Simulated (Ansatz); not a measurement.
Ansatz (a first-principles code) input (RPA@PBE/cc-pVQZ):

Ansatz 0.2 input:
```yaml
crystal:
  periodic: [false, false, false]
  atoms:
    - {symbol: Ga, position_ang: [0.00000000, 0.00000000, 0.00000000]}
    - {symbol: O, position_ang: [-0.00000000, -0.00000000, -1.69587201]}
    - {symbol: O, position_ang: [0.00000000, 0.00000000, 1.69587201]}
basis:
  gaussian:
    orbitals: cc-pVQZ
hamiltonian:
  xc: pbe
magnetization: {spin_polarized: true, initial_magnetization: 1}
correlation: {method: rpa, electrons: outside_noble_gas}
```

Output:

```
Functional definition: PBE
integrals: 0.28 GiB planned
1125 factors; integrals over basis functions are off by at most 5.6e-4 eV
mean field: 0.71 GiB planned
mean field evaluation 1: about -56447.7819 eV, gradient 6.3e1 eV
mean field evaluation 2: about -56447.7789 eV, gradient 6.3e1 eV
mean field evaluation 4: about -56459.7113 eV, gradient 1.5e1 eV
mean field evaluation 8: about -56460.8698 eV, gradient 3.4e0 eV
mean field evaluation 16: about -56460.9213 eV, gradient 1.4e-4 eV
mean field evaluation 32: about -56459.9791 eV, gradient 3.8e0 eV
mean field evaluation 64: about -56460.0453 eV, gradient 5.4e-2 eV
mean field evaluation 96: about -56428.1411 eV, gradient 2.2e1 eV
mean field -56460.92125014 eV, -2074.9005853555 hartree, gradient 1.5e-6 eV, S^2 0.763715; 7 other end points of the search recorded, 0 dependent functions left out
16 core orbitals not correlated, not the lowest: weight in the atoms' cores, before any rotation towards them, 0.599 or more for the frozen orbitals, at most 0.386 for the correlated occupied ones
reference -56406.10838985 eV, -2072.8862498935 hartree; 8, 7 occupied and 154, 155 virtual orbitals, 1125 factors
Total energy: -56431.58354543 eV, -2073.8224445934 hartree
```

It need not be the lowest isomer of its formula.
